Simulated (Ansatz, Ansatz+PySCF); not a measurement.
```xyz
9

C     0.8500   -0.0240    0.0380
C    -0.4837    0.7410   -0.0041
C    -0.4266   -0.7362   -0.0454
H     1.4780   -0.0283    0.8593
H     1.4914    0.0411   -0.9010
H    -0.7926    1.2765   -0.8901
H    -0.7076    1.2994    0.8768
H    -0.7230   -1.3370    0.8562
H    -0.7259   -1.2768   -0.9038
```

Basis set: def2-SVP (spherical functions). Frozen core: 3 orbitals. Charge 0, multiplicity 1.

Computed with Ansatz (development build ahead of 0.2.0); each method stands on the lowest determinant of its kind that the runs found. Restricted open shells among the atoms or ions are ROHF, correlated in semicanonical orbitals with singles.

The atomization energy at this shape (free ground-state atoms in the same class of orbitals less the molecule, no zero-point energy) of singlet C3H6:

| method | atomization energy |
| --- | --- |
| RHF | 2746.5 kJ/mol |

Q: What does RHF-MP2 give?

A: 3433.3 kJ/mol. Caution: the shape is not the minimum.
